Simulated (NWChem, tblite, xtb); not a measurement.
## How methods differ on SiNH4Se (SMILES N[SiH2][Se])

SiNH4Se: 7 atoms, total charge 0, spin state doublet. As SMILES, `N[SiH2][Se]`. The shape comes from GFN2-xTB, which is rough for such elements, and wasn't checked as a minimum. This is one conformer, not always the lowest.

```xyz
7

N    -0.9826   -0.4412   -0.2811
Si    0.5435    0.0016    0.3734
Se    1.4731    1.8430   -0.6387
H    -1.0222   -0.8195   -1.2147
H    -1.7728    0.1668   -0.1303
H     0.3154    0.3613    1.7639
H     1.4456   -1.1120    0.1274
```

Quantity: the dipole moment, in D. The values are calculated.

```csv
level,kind,program,value (D),CPU time
GFN2-xTB,semi-empirical,tblite,3.10,under 2 s
GFN1-xTB,semi-empirical,tblite,2.23,under 2 s
IPEA1-xTB,semi-empirical,tblite,3.11,under 2 s
GFN0-xTB,semi-empirical,xtb,2.27,under 2 s
UHF/STO-3G,Hartree–Fock,NWChem,1.38,37 s
UHF/3-21G,Hartree–Fock,NWChem,1.68,12 s
UHF/def2-SVP,Hartree–Fock,NWChem,1.55,56 s
UB3LYP/6-31G* (spherical functions),global hybrid,NWChem,1.73,71 s
UB3LYP/6-31G* (Cartesian functions),global hybrid,NWChem,1.72,70 s
UPBE0/def2-SVP,global hybrid,NWChem,1.62,51 s
```

All-electron rows without a relativistic Hamiltonian named are non-relativistic. The values span 1.38 to 3.11 D. Magnitudes only. Sets without polarisation functions give poor dipoles. CPU times are rough (shared hosts, several kinds of processor and program).
